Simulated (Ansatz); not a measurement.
A nudged elastic band was laid between two geometries of BGeH₅S (8 atoms, charge 0, multiplicity 1).

These are results of RHF/def2-SVP (Ansatz 0.2.0), not measurements.

```json
{
  "movable images": "7",
  "climbing image": "yes",
  "spring": "5.0 eV/Å²",
  "optimiser": "quadratic models (default)",
  "start path": "IDPP",
  "force threshold": "0.05 eV/Å",
  "iteration limit": "60",
  "end points": "relaxed"
}
```

First end point:

```xyz
8
Properties=species:S:1:pos:R:3
B -1.008 1.074 -0.777
Ge 0.544 -0.008 0.106
S -0.312 -1.896 0.983
H -2.126 0.650 -0.825
H -0.777 2.148 -1.258
H 1.230 0.795 1.223
H 1.619 -0.379 -0.930
H 0.829 -2.384 1.478
```

Last end point:

```xyz
8
Properties=species:S:1:pos:R:3
B -1.025 0.888 -0.530
Ge 0.790 -0.109 -0.272
S 0.287 -1.894 1.024
H -1.636 0.825 -1.557
H -1.505 1.487 0.390
H 1.876 0.731 0.417
H 1.376 -0.733 -1.542
H -0.164 -1.196 2.071
```

(1) What changes between the two ends?

(2) What energy profile does the band end with?

(3) What is the geometry of the highest image?

(4) What are the harmonic wavenumbers there?

## Answers

(1) No bond is made or broken. The dihedral H6–Ge2–S3–H8 goes from -58 to 62°.

(2) The run converged. The highest image is number 5 of 0 to 8, 0.035 eV above the first end and 0.031 eV above the last; the last end lies 0.004 eV above the first. A vibrational analysis at the climbing image gives one clearly imaginary mode, 131i cm⁻¹: a first-order saddle point.

| image | path coordinate (Å) | energy (eV) | dihedral H6–Ge2–S3–H8 (°) |
| --- | --- | --- | --- |
| 0 | 0.00 | 0.000 | -58 |
| 1 | 0.45 | 0.002 | -52 |
| 2 | 0.90 | 0.007 | -43 |
| 3 | 1.36 | 0.015 | -37 |
| 4 | 1.81 | 0.027 | -21 |
| 5 | 2.26 | 0.035 | 0 |
| 6 | 2.70 | 0.028 | 25 |
| 7 | 3.15 | 0.011 | 46 |
| 8 | 3.59 | 0.004 | 62 |

(3) 
```xyz
8
Properties=species:S:1:pos:R:3:forces:R:3
B -1.051 1.034 -0.581 0.00 0.00 0.00
Ge 0.651 -0.122 -0.247 0.00 0.00 0.01
S -0.146 -1.836 1.012 0.00 0.00 0.00
H -1.878 0.667 -1.366 0.00 0.00 0.00
H -1.260 2.028 0.052 0.00 0.00 0.00
H 1.747 0.558 0.584 0.00 0.00 0.00
H 1.287 -0.705 -1.515 0.00 0.00 0.00
H 0.649 -1.624 2.062 0.00 0.00 0.00
```

(4) 131i, 111, 160, 398, 425, 584, 612, 774, 787, 831, 952, 971, 1259, 2231, 2245, 2693, 2794, 2871 cm⁻¹.

Run time: 3.7 min on 1 thread of Intel(R) Xeon(R) Platinum 8375C CPU @ 2.90GHz (Ice Lake) (shared host), peak memory 0.18 GiB.
